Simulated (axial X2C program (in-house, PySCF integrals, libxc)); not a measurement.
## TaBr⁻: bond constants with and without spin–orbit coupling

Computed with an in-house relativistic program for diatomic molecules. Spin-free means the one-electron spin-free X2C Hamiltonian; two-component (2c) means X2C with spin–orbit coupling and atomic mean-field two-electron Coulomb and Gaunt terms, so the difference of the two also holds small scalar two-electron terms. Basis: Ta dyall-acv3z [14s15p10d7f4g], Br dyall-acv3z [9s10p7d5f1g] (cores contracted in-house); Gaussian nuclei, density fitting, unrestricted open shells. Masses: Ta 180.948 u, Br 78.918 u.

The run was started with this input:
```json
{"zs": [73, 35], "q": -1, "bas": ["dyall-acv3z", "dyall-acv3z"], "levels": ["PBE0", "HF", "PW91"], "cc": true, "r0": 2.6, "thr": -1.0, "nmax": 90, "npts": 10, "nst": 2, "ntry": 6}
```
```bash
python so2c.py task.json out
```

Keys: zs atomic numbers; q charge; bas basis sets; levels methods; cc coupled cluster on or off; r0 starting distance in Å; thr threshold in hartree for freezing inner shells (an s shell follows its p shell); nmax most natural virtual spinors; npts points on the curve; nst determinants followed; ntry starts of the search. HF also brings MP2.

State, spin-free: M_S = 3/2, Λ = 2 (beyond evenly filled blocks: π+α, π-α, δ+α); electrons by block: σα: 21, σβ: 21, π+α: 12, π+β: 11, π-α: 12, π-β: 11, δ+α: 5, δ+β: 4, δ-α: 4, δ-β: 4, φ+α: 1, φ+β: 1, φ-α: 1, φ-β: 1. Fragments: Ta + Br-.

State, 2c: Ω = 1/2 (⟨Sz⟩ = -1.44, ⟨Lz⟩ = 1.94 at PBE0); electrons by block: 1/2: 33, -1/2: 32, 3/2: 16, -3/2: 16, 5/2: 5, -5/2: 5, 7/2: 1, -7/2: 1. Fragments: Ta + Br-.

```tsv
Hamiltonian	level	Re (Å)	ωe (cm⁻¹)	αe (cm⁻¹)	De (eV)	μ (D)
spin-free	PBE0	2.567	181.3	0.000206	1.75	0.36
spin-free	HF	2.712	153.1	0.000212	1.22	1.43
spin-free	PW91	2.547	183.7	0.000213	1.86	0.60
2c	PBE0	2.567	180.6	0.000206	n/a	0.49
2c	PW91	2.547	182.8	0.000214	n/a	0.70
```

Dipoles are positive if Br is the positive end and refer to the centre of mass.

The state is one determinant whose occupation by symmetry is held fixed; it was picked as the lowest of a PBE0 search that is not exhaustive. Dissociation energies refer to the lowest single-determinant-based atoms at the same level and basis. De is not given where an atomic determinant may have missed its ground term or J level, or where the truncated virtual space spoils (T). Density functionals use the spin component along the axis (collinear). Other states lie close and PBE0, whose exact exchange favours high spin, may order them wrongly; the determinant shown need not be the ground state. The nearest other spin-free determinant of the search, M_S = 3/2, Λ = 1, lies 0.005 eV up at the distance of the search. Without a current term, density functionals place determinants with orbital angular momentum somewhat too high. With several unpaired electrons one determinant need not be a pure state. At some level and bond length an empty orbital lies below a filled one. The highest occupied level of some functionals is positive through self-interaction error; at Hartree–Fock it is bound. The determinant is spin-polarised beyond a pure state at some levels (its spin-free form has ⟨S²⟩ too high), which makes Re and μ there less reliable. Hartree–Fock gets electron affinities wrong, so its lowest charge split need not be the true one.

No reliable constants came from CCSD (2c), CCSD (spin-free), CCSD(T) (2c), CCSD(T) (spin-free), HF (2c), MP2 (2c), MP2 (spin-free): no minimum in range, unconverged points, a curve that is not smooth, a change of character along it, or the two Hamiltonians disagreeing along it.

Rough cost a point (2c) on 1 thread(s) of a shared host, integrals apart: PBE0 4 s, PW91 1 s.

The whole task took 9 min on 1 thread of Arm Neoverse V2, with other jobs on the host.
